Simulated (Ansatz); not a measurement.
Steps of a relaxation of BrH$_{2}$NZn (`[NH2][Zn][Br]`) with RKS PBE0-D4/def2-TZVP.

```sh
$ ansatz run in.yaml --threads 2 --pin off --events-out ev --progress --plain --max-ram 32768MiB --backend cpu
```

```yaml
crystal:
  periodic: [false, false, false]
  atoms:
    - {symbol: N, position_ang: [-0.435214, 0.795628, -0.466969]}
    - {symbol: Zn, position_ang: [0.576259, -0.545274, 0.267135]}
    - {symbol: Br, position_ang: [2.016988, -2.068124, 1.076218]}
    - {symbol: H, position_ang: [-1.115745, 0.444955, -1.155656]}
    - {symbol: H, position_ang: [-0.992488, 1.299015, 0.237872]}
basis:
  gaussian: {orbitals: def2-TZVP}
hamiltonian: {xc: pbe0, dispersion: d4}
relax: {f_tol: 0.005, max_steps: 150}
```

Positions (Å) and forces (eV/Å) along the path, 6 of 6 steps:

```xyz
5
step=1 energy=-119974.7393 eV
N    -0.435    0.796   -0.467   -0.792   -0.086    0.131
Zn    0.576   -0.545    0.267    0.090    0.013   -0.017
Br    2.017   -2.068    1.076   -0.139    0.122   -0.063
H    -1.116    0.445   -1.156    0.456    0.231    0.393
H    -0.992    1.299    0.238    0.385   -0.280   -0.445
5
step=2 energy=-119974.7531 eV
N    -0.442    0.789   -0.462   -0.276   -0.122    0.103
Zn    0.584   -0.540    0.263   -0.006    0.077   -0.047
Br    2.006   -2.062    1.074   -0.031    0.023   -0.012
H    -1.110    0.446   -1.150    0.166    0.082    0.094
H    -0.988    1.294    0.233    0.146   -0.059   -0.138
5
step=3 energy=-119974.7501 eV rejected
N    -0.471    0.732   -0.424   -0.311    0.394   -0.213
Zn    0.576   -0.541    0.265    0.349   -0.423    0.229
Br    2.010   -2.050    1.066   -0.006    0.008   -0.005
H    -1.094    0.464   -1.174   -0.011    0.052    0.062
H    -0.971    1.322    0.226   -0.023   -0.031   -0.074
5
step=4 energy=-119974.7586 eV
N    -0.459    0.763   -0.444   -0.031   -0.030    0.022
Zn    0.589   -0.545    0.266   -0.041    0.043   -0.023
Br    2.011   -2.062    1.072    0.004   -0.001    0.000
H    -1.107    0.460   -1.161    0.035    0.000    0.010
H    -0.985    1.310    0.225    0.033   -0.012   -0.009
5
step=5 energy=-119974.7589 eV
N    -0.463    0.757   -0.440    0.008   -0.007    0.003
Zn    0.584   -0.547    0.268    0.000    0.004   -0.003
Br    2.014   -2.059    1.071   -0.001    0.000    0.000
H    -1.104    0.462   -1.164   -0.003    0.000   -0.002
H    -0.982    1.314    0.225   -0.003    0.002    0.001
5
step=6 energy=-119974.7589 eV
N    -0.463    0.757   -0.440    0.000    0.000    0.000
Zn    0.585   -0.547    0.268    0.000    0.000    0.000
Br    2.014   -2.060    1.071    0.000    0.000    0.000
H    -1.104    0.462   -1.164    0.000    0.000   -0.001
H    -0.982    1.314    0.225    0.000    0.000    0.001
```

Run time 75 s (2 threads of a server CPU on a shared host); peak host memory 0.42 GiB.
